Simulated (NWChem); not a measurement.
System: SeF2; SMILES F[Se]F

```xyz
3

Se     0.0000     0.0000     0.3986
F     -1.2909     0.0000    -0.7530
F      1.2909     0.0000    -0.7530
```
Atoms are numbered in this order, from 1.

Computed with NWChem. Pople sets run with spherical d functions. Structure relaxed at the PBE0-D3(BJ)/def2-TZVP level. Total energies compare along this basis series because the functional is fixed.

```tsv
level	basis functions	energy (Ha)	highest occupied level (eV)	orbital gap (eV)	dipole (D)
TPSS/STO-3G	28	-2571.5420	___	___	___
TPSS/3-21G	40	-2588.6228	-5.03	2.95	1.88
TPSS/6-31G*	60	-2600.8271	-5.47	2.64	1.69
TPSS/6-311G**	80	-2601.1530	-5.76	2.61	1.96
```

Question: What belongs in the gaps?

Answer: 
- TPSS/STO-3G, highest occupied level (eV): -1.44
- TPSS/STO-3G, orbital gap (eV): 3.79
- TPSS/STO-3G, dipole (D): 0.07
